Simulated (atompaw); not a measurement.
**Logarithmic derivatives: oxygen, PAW (atompaw)**

atompaw 4.2.0.5 input, output lines left out:

```
O 8
GGA-PBE scalarrelativistic loggrid 1500 logderivrange -4 5 226
2 2 0 0 0 0
2 1 4
0 0 0
c
v
v
2
1.52 1.08 1.22 0.82
y
0.85
n
y
0.5
n
y
0.15
y
2.4
n
custom polynom gramschmidtortho sinc
bessel
1.52
1.52
1.52
1.52
1.52
1.52
```

The phase is arctan(r·u′/u) with u = r·R(r), unwrapped; energies in Ry, scanned from -4 to 5 Ry. A pole is an energy at which the radial function vanishes at the test radius. The pseudo phase is shifted by a multiple of π to meet the all-electron one at the reference energy, and phase errors are pseudo minus all-electron; the curves can meet again beyond the range given. Levels narrower than the energy grid can be missing from the lists of poles.

```
channel  radius (bohr)  reference energy (Ry)  poles, all-electron  poles, pseudo  unbroken range about the reference energy with phases within 0.05 rad  phase error 1 Ry above the reference energy (rad)
      s           1.53                  -1.76                -0.07          -0.07                                                        the whole range                                             -0.000
      p           1.53                  -0.66                 0.85           0.85                                                        the whole range                                             +0.000
      d           1.53                   0.15                 none           none                                                        the whole range                                             +0.000
```

Phases in the p channel:

```json
{"E (Ry)": "-4.00", "all-electron": "1.195", "pseudo": "1.196"}
{"E (Ry)": "-3.52", "all-electron": "1.157", "pseudo": "1.158"}
{"E (Ry)": "-3.04", "all-electron": "1.105", "pseudo": "1.105"}
{"E (Ry)": "-2.56", "all-electron": "1.026", "pseudo": "1.026"}
{"E (Ry)": "-2.08", "all-electron": "0.893", "pseudo": "0.894"}
{"E (Ry)": "-1.60", "all-electron": "0.630", "pseudo": "0.630"}
{"E (Ry)": "-1.12", "all-electron": "0.034", "pseudo": "0.034"}
{"E (Ry)": "-0.64", "all-electron": "-0.794", "pseudo": "-0.794"}
{"E (Ry)": "-0.16", "all-electron": "-1.241", "pseudo": "-1.241"}
{"E (Ry)": "0.32", "all-electron": "-1.446", "pseudo": "-1.446"}
{"E (Ry)": "0.80", "all-electron": "-1.562", "pseudo": "-1.562"}
{"E (Ry)": "1.28", "all-electron": "-1.640", "pseudo": "-1.640"}
{"E (Ry)": "1.76", "all-electron": "-1.701", "pseudo": "-1.701"}
{"E (Ry)": "2.24", "all-electron": "-1.754", "pseudo": "-1.753"}
{"E (Ry)": "2.72", "all-electron": "-1.804", "pseudo": "-1.804"}
{"E (Ry)": "3.20", "all-electron": "-1.858", "pseudo": "-1.857"}
{"E (Ry)": "3.68", "all-electron": "-1.919", "pseudo": "-1.917"}
{"E (Ry)": "4.16", "all-electron": "-1.993", "pseudo": "-1.988"}
{"E (Ry)": "4.64", "all-electron": "-2.089", "pseudo": "-2.081"}
```
